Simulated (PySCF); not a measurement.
These 2 structures share the formula C4H7BF2O2. Method: PBE0-D3(BJ)/def2-SVP geometry optimisation, gas phase (PySCF). Energies are electronic, without zero-point or thermal terms, for one conformer each. No frequencies were run at this level. Point groups hold within 0.08 Å.

Task: Rank from lowest to highest electronic energy at this level (kJ/mol).
A. `[F:1][CH:2]([F:3])[C@H:4]1[CH2:5][CH2:6][O:7][BH:8][O:9]1` with F1–C2–C4–C5 55°, C2–C4–C5–C6 172°, C4–C5–C6–O7 -52°, C5–C6–O7–B8 26°, C6–O7–B8–O9 1°
B. `[CH3:1][C:2](=[O:3])[O:4][CH2:5][CH2:6][B:7]([F:8])[F:9]` with C1–C2–O4–C5 178°, C2–O4–C5–C6 -78°, O4–C5–C6–B7 -173°, C5–C6–B7–F8 -178°

Result: B (0.0), A (148.4).

As drawn, the lower has a C=O bond, a C(=O)–O unit and a B–F bond, which the higher lacks; the higher has two fluorines on one carbon and a B–O bond, which the lower lacks.

```json
{"SMILES": "CC(=O)OCCB(F)F", "E (Eh)": "-530.81871", "E rel (kJ/mol)": "0.0", "dipole (D)": "2.38", "point group": "C1", "A, B, C (MHz)": "4252, 636.6, 612.2"}
{"SMILES": "FC(F)[C@H]1CCOBO1", "E (Eh)": "-530.76218", "E rel (kJ/mol)": "148.4", "dipole (D)": "2.59", "point group": "C1", "A, B, C (MHz)": "3449, 1102, 873.5"}
```

Task: How do the relative energies change in single points at PBE0/pcSseg-1 (no added dispersion term) on the same geometries?

Result: 
```
           SMILES  PBE0-D3(BJ)/def2-SVP (kJ/mol)  PBE0/pcSseg-1 (kJ/mol)  shift
   CC(=O)OCCB(F)F                            0.0                     0.0    0.0
FC(F)[C@H]1CCOBO1                          148.4                   160.5  +12.1
```

Each column counts from its own lowest isomer. The order is unchanged; the largest shift is 12.1 kJ/mol.
